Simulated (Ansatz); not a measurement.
`O[SiH](F)[SiH2][SiH3]` + HI → `O[SiH](F)I` + `[SiH3][SiH3]` at 600 K and 1 bar (cleavage of the Si–Si bond).

Isolated molecules relaxed with PBE0-D4/def2-TZVP in Ansatz; ΔE leaves out vibrations. CBS: MP2 limit from def2 TZ/QZ plus the TZ coupled-cluster correction, frozen cores. Elements past krypton have def2 core potentials. For I outer-core shells are correlated without core-valence functions, which leaves a few kJ/mol of doubt a bond. Each species was taken in one conformer, which may not be the lowest.

| species | CCSD(T)/CBS energy (Eh) | H − E (kJ/mol) | S (J/(mol·K)) |
| --- | --- | --- | --- |
| `O[SiH](F)[SiH2][SiH3]` | -1046.52114 | 259.4 | 524.7 |
| HI | -298.03592 | 31.6 | 227.0 |
| `O[SiH](F)I` | -762.85028 | 116.5 | 394.1 |
| `[SiH3][SiH3]` | -581.74359 | 174.5 | 343.9 |

H − E and S are ideal-gas, rigid-rotor, harmonic terms from PBE0-D4/def2-TZVP, for one conformer and one mirror image of each species. 1 Eh = 2625.50 kJ/mol, R = 8.31446 J/(mol·K).

Question: By hand: ΔE, ΔH, ΔS and ΔG.

Answer: ΔE = (-762.85028) + (-581.74359) − (-1046.52114) − (-298.03592) = -0.03681 Eh = -96.6 kJ/mol. Δ(H − E) = 116.5 + 174.5 − 259.4 − 31.6 = 0.0, so ΔH = -96.6 kJ/mol. ΔS = 394.1 + 343.9 − 524.7 − 227.0 = -13.7 J/(mol·K). ΔG = -96.6 − 600 × (-13.7)/1000 = -88.4 kJ/mol.

Question: By hand: the equilibrium constant, and the temperature at which ΔG would vanish if ΔH and ΔS stayed fixed.

Answer: log₁₀ K = −ΔG/(RT ln 10) = 7.7. ΔG = 0 at ΔH/ΔS = 7051 K, far beyond where these terms or the molecules hold.

The number of gas molecules stays the same, so ΔS is small and ΔH decides. A doubt of 5 kJ/mol in ΔE shifts log₁₀ K by 0.4 here. Other conformers and mirror images would add mixing entropy, several J/(mol·K) or more a flexible species. Modes under 60 cm⁻¹, often nearly free rotors, make the harmonic entropy too high. These are equilibria of isolated gas molecules and say nothing of rates. Largest T1 diagnostic: 0.013 (customary marks: 0.02 for closed shells, 0.045 for open ones).
